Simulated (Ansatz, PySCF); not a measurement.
System: methoxysilane, CH6OSi, net charge 0, singlet state. 
Geometry from a B3LYP-D3(BJ)/def2-TZVP (Ansatz, a quantum-chemistry and plane-wave program) optimisation:
```
O
C 1 1.4184
H 2 1.0897 1 108.09
H 2 1.0949 3 108.68 1 120.91
H 2 1.0949 3 108.68 4 118.17
Si 1 1.6455 2 123.36 3 180.00
H 6 1.4759 1 106.49 2 -180.00
H 6 1.4858 7 110.32 1 -120.46
H 6 1.4858 7 110.32 8 -119.08
```

Dipole moments at this geometry, in debye (magnitudes).

```json
[
 {"level": "BLYP/def2-TZVPD", "program": "Ansatz", "dipole (D)": "1.08"},
 {"level": "revPBE/def2-TZVPD", "program": "Ansatz", "dipole (D)": "1.05"},
 {"level": "BHLYP/def2-TZVPD", "program": "Ansatz", "dipole (D)": "1.18"},
 {"level": "M06-2X/def2-TZVPD", "program": "PySCF", "dipole (D)": "[?]"},
 {"level": "CCSD(T)/aug-cc-pV(D+d)Z", "program": "Ansatz", "dipole (D)": "[?]"}
]
```

Question: Some entries are withheld; supply them.

Answer: 
- M06-2X/def2-TZVPD, dipole (D): 1.13
- CCSD(T)/aug-cc-pV(D+d)Z, dipole (D): 1.13
